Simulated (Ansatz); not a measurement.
Born–Oppenheimer molecular dynamics of CH8BFSi2 (13 atoms, charge 0, multiplicity 1). It goes on from the last frame of an earlier run, with new velocities.

Computed with UKS PBE0-D4/STO-3G in Ansatz 0.2.0.

```json
{
 "ensemble": "NVE (velocity Verlet)",
 "time step": "0.25 fs",
 "steps asked": "250",
 "starting velocities drawn for": "500 K",
 "masses": "H 3.016 u",
 "seed": "469893"
}
```

First frame:

```xyz
13
Properties=species:S:1:pos:R:3
B -1.756 0.099 0.160
C -0.322 0.377 -0.101
Si -0.028 -1.724 0.051
Si 0.929 1.891 0.165
F 1.935 1.554 -1.112
H -2.554 -0.189 -0.346
H -1.758 0.240 1.442
H -0.364 0.277 -1.258
H 1.326 -1.704 0.757
H -0.476 -2.657 -0.988
H -0.935 -2.442 0.938
H 1.990 2.190 1.235
H 0.184 3.055 -0.117
```

(1) How far do the bonds stretch over the last three quarters of this one trajectory? (Pairs bonded in most of those frames.)

Results:

(1) 
```csv
bond,mean (Å),spread (Å),shortest,longest
B1–C2,1.549,0.050,1.45,1.61
B1–H6,1.220,0.146,0.99,1.43
B1–H7,1.209,0.123,1.01,1.41
C2–Si3,1.908,0.057,1.81,1.99
C2–Si4,1.874,0.102,1.72,2.10
C2–H8,1.109,0.060,1.00,1.20
Si3–H9,1.476,0.085,1.34,1.59
Si3–H10,1.457,0.047,1.38,1.55
Si3–H11,1.458,0.029,1.40,1.52
Si4–F5,1.656,0.035,1.61,1.71
Si4–H12,1.464,0.078,1.35,1.58
Si4–H13,1.452,0.052,1.37,1.54
```

Mean temperature of the second half: 1807 K. The conserved energy stayed within 0.25 meV per atom of its start (net change -0.14 meV per atom), so the integration is sound. The system heated up, since it started high on the potential surface and ran downhill. A run of 0.062 ps of so small a system gives no equilibrium averages. Limits of this set-up: minimal basis.

Time of the run: 17 min on 1 thread of Arm Neoverse V1, with other jobs on the host, peak memory 0.16 GiB.
